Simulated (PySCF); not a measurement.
**Cl²⁺: ionisation energy**

Cl²⁺ [Ne] 3s2 3p3 (4S) → Cl³⁺ [Ne] 3s2 3p2 (3P), as a difference of total energies. Computed with PySCF 2.14 in dyall-av2z (13s9p2d, 50 functions), with no relativity, point nucleus. Correlated levels: valence: [Ne] frozen; virtual orbitals above 40 to 60 times the deepest correlated orbital energy dropped. The calculations carry no spin-orbit coupling.

| method | ionisation energy (eV) |
| --- | --- |
| UHF | 38.943 |
| LDA | 39.639 |
| PBE | 39.565 |
| PBE0 | 39.641 |
| r2SCAN | 39.806 |
| BP86 | 39.572 |
| r2SCANh | 39.800 |
| revPBE | 39.541 |
| B3LYP | 39.519 |
| MP2 (valence) | 39.422 |
| SCS-MP2 (valence) | 39.252 |

Task: How much does correlation contribute at MP2 (valence)?

Result: 39.422 − (38.943) = 0.479 eV, measured against UHF.

A first-order spin-orbit estimate (lowest level to lowest level, LS coupling) adds -0.099 eV.

Errors of the correlated levels include the incompleteness of this basis and the frozen core.

For comparison: 39.8 ± 0.11 eV (semi-empirical (NIST evaluation); NIST Atomic Spectra Database, ionization energies).
